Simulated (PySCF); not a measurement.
PySCF input file for C₃H₈N₂Si, SMILES C1(=NC[C@H]1N)[SiH3], PBE/pcSseg-1. Geometry: PBE0-D3(BJ)/def2-SVP. The structure was generated by enumeration; whether it is a known compound was not checked. The values are those of a single conformer.

```python
import numpy as np
from pyscf import gto, scf, dft
from pyscf.prop.nmr import rks as nmr

mol = gto.M(
    atom='''
    N    -1.56680202    0.39308571   -1.51071811
    C    -0.90924014   -0.52878799   -0.63500533
    C    -1.57818693   -0.84853213    0.72562296
    N    -0.32860943   -0.46702540    1.41548278
    C     0.23341252   -0.12703676    0.30252944
    Si    1.94949909    0.62371160    0.07736221
    H    -1.05317984    0.52346633   -2.37852126
    H    -1.67471475    1.30768515   -1.07686018
    H    -0.66072497   -1.44349292   -1.20009876
    H    -1.89814977   -1.88675369    0.91521139
    H    -2.41271644   -0.17554153    0.98002471
    H     1.81126706    1.98692937   -0.52401414
    H     2.65226632    0.71594098    1.38734428
    H     2.73493232   -0.21647711   -0.87839222
    ''',
    basis='pcSseg-1',
    charge=0,
    spin=0,
    max_memory=1600,
    verbose=3,
)
mf = dft.RKS(mol, xc='pbe')
mf.grids.level = 3
mf.conv_tol = 1e-10
mf.max_cycle = 100
mf.kernel()
n = nmr.NMR(mf)
n.verbose = 2
n.max_cycle_cphf = 60
sigma = n.kernel()
print('atom   isotropic/ppm   span/ppm')
for i, s in enumerate(sigma):
    w = np.linalg.eigvalsh((s + s.T) / 2)
    print(f'{mol.atom_symbol(i):2s}{i + 1:3d} {w.mean():14.3f} {w[2] - w[0]:11.3f}')
```

Output:

```
converged SCF energy = -517.588966392945
atom   isotropic/ppm   span/ppm
N   1        217.467      59.245
C   2        113.311      48.725
C   3        104.605      50.781
N   4       -208.296     815.269
C   5        -31.772     214.528
Si  6        428.778      49.782
H   7         30.300      14.640
H   8         30.622      12.461
H   9         27.421       5.405
H  10         26.493       4.571
H  11         27.245       3.764
H  12         26.980       6.432
H  13         27.120       6.819
H  14         27.044       6.706
```

The run converged.

Cost: roughly 40 core-seconds.
